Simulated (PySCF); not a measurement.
Species: C₃H₁₁FSi₂.
Z-matrix (Å and degrees, PBE0-D3(BJ)/def2-SVP geometry), rows numbered from 1:
```
C 
C   1  1.5360
Si  2  1.9055  1  109.59
Si  2  1.9052  1  109.40  3  -119.90
C   2  1.5232  1  108.78  3   119.92
F   5  1.3754  2  110.82  1  -178.76
H   1  1.1003  2  111.87  3    60.20
H   1  1.1042  2  111.48  3  -179.61
H   1  1.1042  2  111.49  3   -60.01
H   3  1.4912  2  112.81  1  -170.91
H   3  1.4958  2  108.76  1   -50.31
H   3  1.4981  2  108.41  1    67.91
H   4  1.4913  2  112.85  1   172.01
H   4  1.4958  2  108.79  1    51.33
H   4  1.4983  2  108.39  1   -66.88
H   5  1.1066  2  110.77  1   -58.72
H   5  1.1066  2  110.96  1    61.04
```

The closed-shell ground state was solved at several levels (PySCF, density fitting, gas phase, non-relativistic).

```csv
level,basis functions,HOMO (eV),LUMO (eV),gap (eV),dipole (D)
CAM-B3LYP/pcSseg-1,171,-9.45,1.46,10.91,1.98
B3LYP/def2-SVPD,219,-7.90,0.02,7.92,1.98
```

Q: Estimate the row for PBE0/pcSseg-1, a basis of 171 functions; the other rows only guide the guess.

A: HOMO -8.12 eV, LUMO 0.43 eV, gap 8.55 eV, dipole 1.99 D.

Q: Over all these levels, which gives the widest orbital gap and which the narrowest?

A: CAM-B3LYP/pcSseg-1 (range-separated hybrid) has the widest, 10.91 eV, and B3LYP/def2-SVPD (global hybrid, 20 % exact exchange) the narrowest, 7.92 eV. Functional and basis both differ between the two, so the spread mixes both effects.

Q: How far do the dipole and the HOMO energy spread over the levels?

A: The dipole runs from 1.98 to 1.99 D (mean 1.98 D) and the HOMO from -9.45 to -7.90 eV.

One conformer stands for the species.
